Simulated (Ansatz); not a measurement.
Question: Name a neutral molecule of C, N, O, Si and H with LUMO energy (ωB97M-V/def2-TZVPP) between 1.70 and 2.00 eV and HOMO–LUMO gap (ωB97M-V/def2-TZVPP) between 11.00 and 11.30 eV (Ansatz, PBE0-D4/def2-TZVP geometry).

Answer: `OC1=N[SiH]1O` (1.81 eV, 11.08 eV); `NC(=O)[SiH3]` (1.80 eV, 11.26 eV); `C[SiH2]C(N)=O` (1.80 eV, 11.08 eV); `OCCN[SiH3]` (1.98 eV, 11.10 eV); `C[SiH2][SiH](N)O` (1.76 eV, 11.21 eV). Other molecules can fit too; these were computed, each in one conformer that needn't be the lowest.
